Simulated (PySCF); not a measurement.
F (SMILES [F]), doublet; BLYP/def2-SVP run with PySCF.

The PySCF input:
```python
from pyscf import gto, scf, dft

mol = gto.M(
    atom='''
F     0.00000000    0.00000000    0.00000000
''',
    basis='def2-svp',
    spin=1,
    verbose=4,
)

mf = dft.UKS(mol)
mf.xc = 'blyp'
mf.init_guess = 'mod_huckel'
mf.kernel()
```

Output, abridged:

```
PySCF version 2.14.0

[INPUT] verbose = 4
[INPUT] num. atoms = 1
[INPUT] num. electrons = 9
[INPUT] charge = 0
[INPUT] spin (= nelec alpha-beta = 2S) = 1
[INPUT] symmetry False subgroup None
[INPUT] Mole.unit = angstrom
[INPUT] Symbol           X                Y                Z      unit          X                Y                Z       unit  Magmom
[INPUT]  1 F      0.000000000000   0.000000000000   0.000000000000 AA    0.000000000000   0.000000000000   0.000000000000 Bohr   0.0

nuclear repulsion = 0
number of shells = 6
number of NR pGTOs = 24
number of NR cGTOs = 14
basis = def2-svp
ecp = {}

******** <class 'pyscf.dft.uks.UKS'> ********
method = UKS
initial guess = mod_huckel
damping factor = 0
level_shift factor = 0
DIIS = <class 'pyscf.scf.diis.CDIIS'>
diis_start_cycle = 1
diis_space = 8
diis_damp = 0
SCF conv_tol = 1e-09
SCF conv_tol_grad = None
SCF max_cycles = 50
direct_scf = True
direct_scf_tol = 1e-13
number electrons alpha = 5  beta = 4
XC library pyscf.dft.libxc version 7.1.2
    S. Lehtola, C. Steigemann, M. J. T. Oliveira, and M. A. L. Marques,  SoftwareX 7, 1–5 (2018)
XC functionals = blyp
    A. D. Becke,  Phys. Rev. A 38, 3098 (1988)
    C. Lee, W. Yang, and R. G. Parr,  Phys. Rev. B 37, 785 (1988)
    B. Miehlich, A. Savin, H. Stoll, and H. Preuss,  Chem. Phys. Lett. 157, 200 (1989)
radial grids:
    Treutler-Ahlrichs [JCP 102, 346 (1995); DOI:10.1063/1.469408] (M4) radial grids

becke partition: Becke, JCP 88, 2547 (1988); DOI:10.1063/1.454033
pruning grids: <function nwchem_prune>
grids dens level: 3
symmetrized grids: False
atomic radii adjust function: <function treutler_atomic_radii_adjust>
small_rho_cutoff = 0
Set gradient conv threshold to 3.16228e-05
Initial guess from on-the-fly Huckel, doi:10.1021/acs.jctc.8b01089,
employing the updated GWH rule from doi:10.1021/ja00480a005.
Spherically averaged atomic HF for {'F'}

******** <class 'pyscf.scf.atom_hf.AtomSphAverageRHF'> ********
method = AtomSphAverageRHF
initial guess = minao
damping factor = 0
level_shift factor = 0
DIIS = <class 'pyscf.scf.diis.CDIIS'>
diis_start_cycle = 1
diis_space = 8
diis_damp = 0
SCF conv_tol = 1e-09
SCF conv_tol_grad = None
SCF max_cycles = 50
direct_scf = True
direct_scf_tol = 1e-13
atom = F
Set gradient conv threshold to 3.16228e-05
Initial guess from minao.
init E= -98.9113963755293
cycle= 1 E= -98.9346675575403  delta_E= -0.0233  |g|=    0  |ddm|= 0.0412
cycle= 2 E= -98.9346901743181  delta_E= -2.26e-05  |g|=    0  |ddm|= 0.0116
cycle= 3 E= -98.9346927658266  delta_E= -2.59e-06  |g|=    0  |ddm|= 0.00242
cycle= 4 E= -98.934692951315  delta_E= -1.85e-07  |g|=    0  |ddm|= 0.000958
cycle= 5 E= -98.9346929513237  delta_E= -8.75e-12  |g|=    0  |ddm|= 5.23e-06
Extra cycle  E= -98.9346929513238  delta_E= -8.53e-14  |g|=    0  |ddm|= 3.55e-09
Atomic HF for atom  F  converged. SCF energy = -98.9346929513238

tot grids = 14264
init E= -99.6222958388247
cycle= 1 E= -99.6257305157107  delta_E= -0.00343  |g|= 0.0916  |ddm|= 0.12
cycle= 2 E= -99.6252459002802  delta_E= 0.000485  |g|=  0.1  |ddm|= 0.113
cycle= 3 E= -99.6284101487344  delta_E= -0.00316  |g|= 0.000492  |ddm|= 0.0586
cycle= 4 E= -99.6284103232952  delta_E= -1.75e-07  |g|= 5e-05  |ddm|= 0.000642
cycle= 5 E= -99.6284103247104  delta_E= -1.42e-09  |g|= 1.99e-06  |ddm|= 5.65e-05
cycle= 6 E= -99.6284103247119  delta_E= -1.51e-12  |g|= 9.8e-08  |ddm|= 1.42e-06
Extra cycle  E= -99.6284103247118  delta_E= 8.53e-14  |g|= 1.06e-07  |ddm|= 1.2e-07
converged SCF energy = -99.6284103247118  <S^2> = 0.75078766  2S+1 = 2.0007875
```
